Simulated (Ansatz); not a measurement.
## One elementary step

Start structure (ZnSiH$_{2}$S$_{2}$F$_{4}$, closed shell), relaxed at PBE0-D4/def2-TZVP:

```xyz
10
angstrom
Si -1.2858 1.1353 -0.4875
F 2.0950 -0.2568 -1.0294
F -1.1831 -0.2995 -1.1280
F -2.5937 1.2017 0.3731
F -1.3774 2.1723 -1.6587
H 1.2108 1.5570 -0.2563
S 0.3457 1.5179 0.7858
Zn 1.2715 -1.0935 0.3129
S 0.5116 -2.4138 1.8351
H 1.0054 -3.5205 1.2530
```

The step: SiHSF₃ ([F][Si]([F])([F])[SH]) + ZnHSF ([F][Zn][SH]) → ZnSiHS₂F₃ ([F][Si]([F])([F])[S][Zn][SH]) + HF; bonds formed: F2–H6, S7–Zn8; bonds broken: F2–Zn8, H6–S7. Program: Ansatz 0.2.0. Basis: def2-TZVPP and def2-QZVPP. Cores are frozen in the correlated methods. The 3s and 3p shells of Cu and Zn are frozen; filled d shells are correlated. Extrapolation: Hartree–Fock as exp(−7.88 √X), correlation as X^−2.97. Energies below are by CCSD(T) at an estimated basis limit (MP2 extrapolated from triple and quadruple zeta, plus CCSD(T) − MP2 in triple zeta).

(1) What are the electronic barrier and the energy of the step, from the start structure to the end structure? (Judge from chemistry; the value comes from the calculation.)

No T1 diagnostic of these runs exceeds 0.014.

Answers

(1) The calculation gives: Barrier 0.199 eV; step energy -0.396 eV (downhill); reverse barrier, their difference, 0.594 eV. Barrier and step energy count from the start structure, the reverse barrier from the end structure.

The saddle point: One imaginary mode of 417i cm⁻¹.
| pair | start (Å) | saddle (Å) | end (Å) |
| --- | --- | --- | --- |
| F2–H6 | 2.16 | 1.37 | 0.94 |
| S7–Zn8 | 2.81 | 2.55 | 2.23 |
| F2–Zn8 | 1.78 | 1.89 | 2.40 |
| H6–S7 | 1.35 | 1.49 | 2.36 |

Zero-point energy (harmonic, PBE0-D4): ZPE is 0.847 eV at the start and 0.797 eV at the saddle, so the barrier goes from 0.199 to 0.148 eV.

Labels in which every atom is bracketed show which atoms are joined, not bond orders.

For scale, one of the runs: CCSD(T)/def2-TZVPP, 342 basis functions, launched by `ansatz run in.yaml --threads 4 --pin off --events-out ev --progress --plain --max-ram 46080MiB --backend cuda --devices 0, --max-vram 37GiB`. The run took 18 s on 4 CPU threads of an AMD EPYC 7R13 and a share of one NVIDIA H100 (shared host), with 0.9 GiB of host memory at its peak.
